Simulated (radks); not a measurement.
Values are calculated unless marked as measured or tabulated.
Question: The mean radii <r> (bohr) of the occupied orbitals of an atom or ion are listed with their occupations. Level of theory: non-relativistic Kohn-Sham, LB94 model potential, spin-polarised, spherical densities, point nucleus (a radial shooting solver on a logarithmic mesh with Libxc functionals).

orbital  occ.      <r>
1s down     1  0.05678
1s up       1  0.05678
2s down     1   0.2578
2s up       1   0.2580
2p down     3   0.2251
2p up       3   0.2252
3s up       1   0.7861
3s down     1   0.7880
3p up       3   0.8218
3p down     3   0.8246
3d up       5    1.019
3d down     2    1.035
4s up       1    2.706
4s down     1    2.828

Name the element and its charge. Open shells, if any, are filled with parallel spins first.

Answer: Z = 27, cobalt, charge 0: Co in [Ar] 3d7 4s2. The 1s radius gives Z: for a bare nucleus <r> = 1.5/Z, 0.05556 bohr for Z = 27, and screening makes it slightly larger (0.05678 here). The occupations add up to 27, and the charge is Z minus that.
